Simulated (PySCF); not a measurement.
The vertical singlet excitations below were computed for one of the candidates. Level of theory: PySCF 2.14.0, density-fitted response routines, TDDFT CAM-B3LYP/def2-SVPD, vertical, gas phase, core orbitals frozen in the response. Geometries: GFN2-xTB, one conformer each.

| state | E (eV) | f | main configurations (H = HOMO, L = LUMO) |
| --- | --- | --- | --- |
| S1 | 2.50 | 0.0002 | H→L (98%) |
| S2 | 5.55 | 0.255 | H-1→L (87%) |
| S3 | 5.83 | 0.031 | H-2→L (66%), H-3→L (19%) |
| S4 | 6.03 | 0.049 | H→L+1 (61%), H→L+2 (16%), H→L+4 (10%) |
| S5 | 6.39 | 0.0014 | H-3→L (58%), H-2→L (23%) |
| S6 | 6.44 | 0.0088 | H→L+2 (47%), H→L+1 (21%), H→L+5 (11%) |
| S7 | 6.60 | 0.017 | H→L+5 (41%), H→L+2 (16%), H→L+3 (12%) |
| S8 | 6.92 | 0.0048 | H→L+4 (44%), H→L+3 (27%), H→L+7 (14%) |

Triplets computed (Tamm–Dancoff): 2.06, 3.17, 5.36 eV.

Task: Which structure fits? All have the formula C5H9FSSi.
A. `CCC1=CS[C@@H](F)[SiH2]1`
B. `C[C@@H]1C[Si@@H](F)CC1=S`
C. `CC[C@@](C#C)([SiH2]S)F`

Result: B. Its S1, at 2.50 eV, is the lowest among the candidates; the nearest of the others has S1 at 4.98 eV. S1 is HOMO→LUMO (98%). S1 has the pattern of n→π* at C=S. At the same level the other candidates give, for their lowest levels:
- `C#C[C@](F)(CC)[SiH2]S`: 5.89 eV (f 0.002); 6.14 eV (f 0.004); 6.29 eV (f 0.025); 6.59 eV (f 0.003); 6.86 eV (f 0.009); T1 5.27 eV; HOMO -8.70, LUMO 0.62 eV
- `CCC1=CS[C@@H](F)[SiH2]1`: 4.98 eV (f 0.089); 5.18 eV (f 0.050); 5.92 eV (f 0.013); 6.26 eV (f 0.007); 6.54 eV (f 0.015); T1 3.52 eV; HOMO -7.61, LUMO 0.50 eV
